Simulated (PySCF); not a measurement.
Assigning NMR signals

Atom-mapped SMILES (the numbers label the heavy atoms): `[CH3:1][CH2:2][O:3][c:4]1[n:5][cH:6][cH:7][nH:8]1`; H(Xn) means a hydrogen on atom n.

- NMR shieldings at PBE0/pcSseg-1/GIAO
- GFN2-xTB geometry
- program: PySCF 2.14.0 with density-fitted response routines
- single conformer, equivalent nuclei averaged, non-relativistic Hamiltonian, gas phase

Scale: 13C (186.93 ppm) and 1H (31.72 ppm) against TMS (reference shieldings calculated alike).

**Question.** Assign these signals to the numbered atoms. 13C{1H} NMR (computed): δ 157.7 (C), 130.3 (CH), 113.0 (CH), 67.7 (CH2), 15.9 (CH3).

**Answer.** 
| δ (ppm) | atoms | environment | reason |
| --- | --- | --- | --- |
| 157.7 | C4 | aromatic carbon bearing oxygen | an ipso carbon deshielded by its heteroatom |
| 130.3 | C6 | aromatic CH next to a ring nitrogen | – |
| 113.0 | C7 | aromatic CH next to a ring nitrogen | – |
| 67.7 | C2 | sp3 CH2 bonded to O | deshielded by the electronegative neighbour |
| 15.9 | C1 | methyl carbon | saturated and bonded to C and H only |

**Question.** Assign these signals to the numbered atoms. 1H NMR (500 MHz, computed): δ 7.24 (br s, 1H), 6.82 (m, 1H), 6.56 (m, 1H), 4.59 (q, 2H), 1.59 (t, 3H).

**Answer.** 
| δ (ppm) | atoms | environment | reason |
| --- | --- | --- | --- |
| 7.24 | H(N8) | hydrogen on a pyrrole-type ring nitrogen | labile proton, position sensitive to the medium |
| 6.82 | H(C6) | hydrogen on an aromatic CH next to a ring nitrogen | it sits in the deshielding region of the aromatic ring current |
| 6.56 | H(C7) | hydrogen on an aromatic CH next to a ring nitrogen | – |
| 4.59 | H(C2) | hydrogen on an sp3 CH2 bonded to O | its carbon carries O, an electronegative neighbour |
| 1.59 | H(C1) | hydrogen on a methyl carbon | – |

Exchangeable OH/NH protons stand at their gas-phase positions; hydrogen bonding in a real sample shifts them, mostly to higher δ. Shifts are as computed. Against solution values, carbons near 30 ppm lie about +3 ppm off and those near 130 ppm about +5 ppm. Of 1211 compounds with measured shifts, 218 miss one by over three times the rms of a fit or turn the order of signals round; such compounds aren't used in these exercises. Multiplicities follow the n + 1 count of equivalent neighbours, as no J values were calculated; m marks all less simple cases, F and P coupling included.
